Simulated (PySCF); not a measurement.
Compound: C3H11B2N.
Numbering: `[CH3:1][BH:2][CH2:3][BH:4][NH:5][CH3:6]` (hydrogens: H7, H8, H9 on C1; H10 on B2; H11, H12 on C3; H13 on B4; H14 on N5; H15, H16, H17 on C6)

Structure used (PBE0-D3(BJ)/def2-SVP), in Å, numbered top down from 1:
```
atom  x, y, z in Å
C1     2.6044    0.7842    0.2355
B2     1.5497   -0.0384    1.0498
C3     0.7426   -1.2290    0.4621
B4    -0.4708   -0.4857   -0.2426
N5    -1.6655   -0.2548    0.4372
C6    -2.8418    0.4147   -0.0562
H7     2.3669    1.8617    0.2672
H8     3.5798    0.6968    0.7502
H9     2.7348    0.4742   -0.8120
H10    1.3163    0.3161    2.1922
H11    0.3722   -1.9203    1.2349
H12    1.3034   -1.7675   -0.3185
H13   -0.3790   -0.0557   -1.3741
H14   -1.7516   -0.5886    1.3918
H15   -3.0939    1.3036    0.5475
H16   -2.6653    0.7465   -1.0883
H17   -3.7242   -0.2482   -0.0590
```

The closed-shell ground state was solved at several levels (PySCF, density fitting, gas phase, non-relativistic).

```tsv
level	basis functions	HOMO (eV)	LUMO (eV)	gap (eV)	dipole (D)
B3LYP/pcSseg-2	370	-7.36	-0.98	6.38	1.60
B3LYP/pcJ-1	272	-7.34	-0.92	6.42	1.77
PBE0/pcSseg-1	157	-7.57	-0.74	6.83	1.75
```

What might wB97X-D/def2-SVPD (208 basis functions) give for the same quantities?

HOMO -9.46 eV, LUMO 1.08 eV, gap 10.54 eV, dipole 1.54 D.

Over all these levels, which gives the widest orbital gap and which the narrowest?

wB97X-D/def2-SVPD (range-separated hybrid) has the widest, 10.54 eV, and B3LYP/pcSseg-2 (global hybrid, 20 % exact exchange) the narrowest, 6.38 eV. Functional and basis both differ between the two, so the spread mixes both effects.

How far do the dipole and the HOMO energy spread over the levels?

The dipole runs from 1.54 to 1.77 D (mean 1.67 D) and the HOMO from -9.46 to -7.34 eV.

One conformer stands for the species.
